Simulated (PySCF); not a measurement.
**Excitation energy of Sb by level of theory**

Sb [Kr] 4d10 5s2 5p3 (4S) → Sb [Kr] 4d10 5s1 5p3 6s1 (6S), as a difference of total energies. All numbers are calculated (PySCF 2.14, a scalar-relativistic core potential, in aug-cc-pVQZ-PP with ECP28MDF (7s7p5d3f2g, 92 functions)). Correlated levels: valence: 4s2 4p6 4d10 frozen. The calculations carry no spin-orbit coupling.

```csv
method,excitation energy (eV)
UHF,9.645
MP2 (valence),10.782
SCS-MP2 (valence),11.180
CCSD (valence),10.884
CCSD(T) (valence),10.945
```

Problem. How much does correlation contribute at CCSD(T) (valence)?

Solution. 10.945 − (9.645) = 1.300 eV, measured against UHF.

The upper state lies above the first ionisation limit, but in LS coupling its spin forbids autoionisation to the ground ion; at this Z spin-orbit coupling breaks that rule. A Rydberg-like electron needs more diffuse functions than a valence basis has.

The promoted electron is Rydberg-like, and one or two diffuse shells describe it only roughly, which tends to raise the upper state.
